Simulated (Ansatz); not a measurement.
Reaction (cleavage of the Si–Si bond): `O[Si]([SiH3])(Cl)Cl` + `[OH][SbH2]` → `[SiH3][O][SbH2]` + `O[SiH](Cl)Cl`

Gas-phase electronic energies from Ansatz, PBE0-D4/def2-TZVP geometries. CCSD(T)/CBS adds triple-zeta CCSD(T) − MP2 to the extrapolated MP2 energy (def2 sets, frozen cores). This one scheme is used for every species. DFT in def2-TZVPP. HSE06 is defined as in plane-wave codes. def2 core potentials past Kr. For Sb outer-core shells are correlated without core-valence functions, which leaves a few kJ/mol of doubt a bond. Each species was taken in one conformer, which may not be the lowest.

`O[Si]([SiH3])(Cl)Cl`:

Cartesian coordinates in Å:
```
O -1.184 0.102 -1.534
Si -0.749 -0.338 -0.029
Si 1.389 0.474 0.412
Cl -2.100 0.394 1.337
Cl -0.801 -2.385 0.150
H -2.045 -0.162 -1.868
H 1.762 0.064 1.789
H 1.383 1.955 0.308
H 2.345 -0.104 -0.566
```

`[OH][SbH2]`:

```xyz
5

O    -0.664    0.517   -0.868
Sb    0.563    0.136    0.631
H    -0.671    1.460   -1.046
H    -0.531   -0.914    1.429
H     1.303   -1.199   -0.146
```

`[SiH3][O][SbH2]`:

Z-matrix (Å, degrees):
```
Si
O 1 1.633
H 1 1.493 2 110.9
H 1 1.488 2 110.7 3 120.0
H 1 1.486 2 109.1 3 -120.1
Sb 2 1.964 1 132.6 3 -18.8
H 6 1.714 2 93.4 1 150.3
H 6 1.716 2 94.6 1 -119.0
```

`O[SiH](Cl)Cl`:

Cartesian coordinates in Å:
```
O 0.391 -1.281 0.053
Si 0.184 0.326 -0.018
Cl -0.835 1.011 1.613
Cl -0.881 0.860 -1.675
H -0.377 -1.853 0.090
H 1.517 0.936 -0.064
```

```json
{"level": "PBE0-D4", "ΔE (kJ/mol)": "-81.7"}
{"level": "HSE06-D4", "ΔE (kJ/mol)": "-81.5"}
{"level": "ωB97M-V", "ΔE (kJ/mol)": "-101.9"}
{"level": "HF/CBS(def2)", "ΔE (kJ/mol)": "-132.6"}
```

(1) What does CCSD(T)/CBS give? (Estimate.)

Largest T1 diagnostic among the species: 0.014.

Answers

(1) The calculation gave: -100.2 kJ/mol. The listed levels differ from it by 18.5, 18.7, -1.7, -32.4 kJ/mol.

From r2SCAN to r2SCAN0 (25 % exact exchange), in def2-TZVPP and without D4, ΔE moves by −4.9 kJ/mol. Leaving LDA and LC-ωPBE aside and taking each functional with its dispersion term where it has one, the values, not all of them listed here, spread over 38.4 kJ/mol, from BHLYP-D4 to revPBE-D4.
